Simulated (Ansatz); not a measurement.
`[CH3][Ti-]1([OH])([F])[O]C=CC=[O+]1` + H–F → `[OH][Ti-]1([F])([F])[O]C=CC=[O+]1` + CH₄ at 500 K and 1 bar (ligand exchange at a Ti–C bond).

Program: Ansatz. Geometries: PBE0-D4/def2-TZVP. ΔE: electronic, gas phase. CCSD(T)/CBS is the MP2 limit (def2-TZVPP, def2-QZVPP) plus CCSD(T) − MP2 in def2-TZVPP, frozen cores. This one scheme is used for every species. For Ti outer-core shells are correlated without core-valence functions, which leaves a few kJ/mol of doubt a bond. Scalar relativity is left out up to krypton. One conformer a species, not always the lowest.

```tsv
species	CCSD(T)/CBS energy (Eh)	H − E (kJ/mol)	S (J/(mol·K))
`[CH3][Ti-]1([OH])([F])[O]C=CC=[O+]1`	-1330.82757	360.8	548.9
H–F	-100.39570	39.4	188.7
`[OH][Ti-]1([F])([F])[O]C=CC=[O+]1`	-1390.83119	266.5	514.5
CH₄	-40.46206	135.6	206.8
```

H − E and S are ideal-gas, rigid-rotor, harmonic terms from PBE0-D4/def2-TZVP, for one conformer and one mirror image of each species. 1 Eh = 2625.50 kJ/mol, R = 8.31446 J/(mol·K).

**Question.** By hand: ΔE, ΔH, ΔS and ΔG.

**Answer.** ΔE = (-1390.83119) + (-40.46206) − (-1330.82757) − (-100.39570) = -0.06998 Eh = -183.7 kJ/mol. Δ(H − E) = 266.5 + 135.6 − 360.8 − 39.4 = 1.9, so ΔH = -181.8 kJ/mol. ΔS = 514.5 + 206.8 − 548.9 − 188.7 = -16.3 J/(mol·K). ΔG = -181.8 − 500 × (-16.3)/1000 = -173.7 kJ/mol.

**Question.** By hand: the equilibrium constant, and the temperature at which ΔG would vanish if ΔH and ΔS stayed fixed.

**Answer.** log₁₀ K = −ΔG/(RT ln 10) = 18.1. ΔG = 0 at ΔH/ΔS = 11153 K, far beyond where these terms or the molecules hold.

ΔH outweighs TΔS. A doubt of 5 kJ/mol in ΔE shifts log₁₀ K by 0.5 here. Other conformers and mirror images would add mixing entropy, several J/(mol·K) or more a flexible species. Modes under 60 cm⁻¹, often nearly free rotors, make the harmonic entropy too high. These are equilibria of isolated gas molecules and say nothing of rates. Largest T1 diagnostic: 0.023 (customary marks: 0.02 for closed shells, 0.045 for open ones).
